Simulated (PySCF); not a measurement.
Calculation: PBE-D3(BJ)/def2-TZVP // r2SCAN-D4/def2-TZVP in PySCF. All species are isolated molecules in the gas phase. Excitations are Tamm–Dancoff values on a coarser integration grid. The basis has no diffuse functions, so Rydberg states are missing or too high.

Reference species (SMILES): `[SiH3]Cl` (neutral, multiplicity 1).

* **S1 excitation (TDA)**: 6.81 eV
* **T1 excitation (TDA)**: 6.45 eV

Changed species: `Cl[SiH2]Cl` (2 of 4 H replaced by Cl; the reference has 1 of 4 H replaced by Cl).

Q: What does the change do to the S1 excitation (TDA) and T1 excitation (TDA)?

A: the S1 excitation (TDA) rises by 0.10 eV, to 6.91 eV; the T1 excitation (TDA) rises by 0.15 eV, to 6.60 eV.
